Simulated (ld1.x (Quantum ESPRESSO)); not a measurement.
# Logarithmic derivatives: Os (Z = 76), TM semilocal

Os, norm-conserving Troullier–Martins (semilocal form), made with ld1.x (Quantum ESPRESSO) 7.5 (LDA (PZ), scalar-relativistic). Core [Xe] 4f14, reference 5d6 6s1.5 6p0.5. Waves: 6p (bound): rc 2.55 bohr; 5d (bound): rc 1.80 bohr; 6s (bound): rc 1.85 bohr. Local part: the s channel. Core correction: Bessel-smoothed model core, default radius (core density twice the valence density).

The phase is arctan(r·u′/u) with u = r·R(r), unwrapped; energies in Ry, scanned from -3 to 5 Ry. A pole is an energy at which the radial function vanishes at the test radius. The pseudo phase is shifted by a multiple of π to meet the all-electron one at the reference energy, and phase errors are pseudo minus all-electron; the curves can meet again beyond the range given. Levels narrower than the energy grid can be missing from the lists of poles.

```json
{"channel": "s", "radius (bohr)": "2.75", "reference energy (Ry)": "-0.52", "poles, all-electron": "1.32", "poles, pseudo": "0.87, 2.72", "unbroken range about the reference energy with phases within 0.05 rad": "below 0.7", "phase error 1 Ry above the reference energy (rad)": "-0.031"}
{"channel": "p", "radius (bohr)": "2.75", "reference energy (Ry)": "-0.14", "poles, all-electron": "2.87", "poles, pseudo": "2.13", "unbroken range about the reference energy with phases within 0.05 rad": "below 0.6", "phase error 1 Ry above the reference energy (rad)": "-0.056"}
{"channel": "d", "radius (bohr)": "2.75", "reference energy (Ry)": "-0.54", "poles, all-electron": "-0.17", "poles, pseudo": "-0.17", "unbroken range about the reference energy with phases within 0.05 rad": "the whole range", "phase error 1 Ry above the reference energy (rad)": "-0.001"}
```

Phases in the s channel:

```
E (Ry)  all-electron  pseudo
 -3.00         1.308   1.304
 -2.76         1.289   1.285
 -2.52         1.267   1.262
 -2.28         1.239   1.234
 -2.04         1.202   1.196
 -1.80         1.152   1.145
 -1.56         1.079   1.072
 -1.32         0.967   0.958
 -1.08         0.772   0.763
 -0.84         0.403   0.396
 -0.60        -0.217  -0.218
 -0.36        -0.790  -0.792
 -0.12        -1.109  -1.117
  0.12        -1.280  -1.296
  0.36        -1.383  -1.408
  0.60        -1.451  -1.489
  0.84        -1.501  -1.561
  1.08        -1.540  -1.645
  1.32        -1.571  -1.810
  1.56        -1.598  -3.056
  1.80        -1.623  -4.422
  2.04        -1.646  -4.583
  2.28        -1.669  -4.648
  2.52        -1.692  -4.688
  2.76        -1.716  -4.716
  3.00        -1.744  -4.740
  3.24        -1.775  -4.761
  3.48        -1.813  -4.780
  3.72        -1.861  -4.798
  3.96        -1.924  -4.817
  4.20        -2.016  -4.837
  4.44        -2.158  -4.859
  4.68        -2.402  -4.883
  4.92        -2.831  -4.912
```
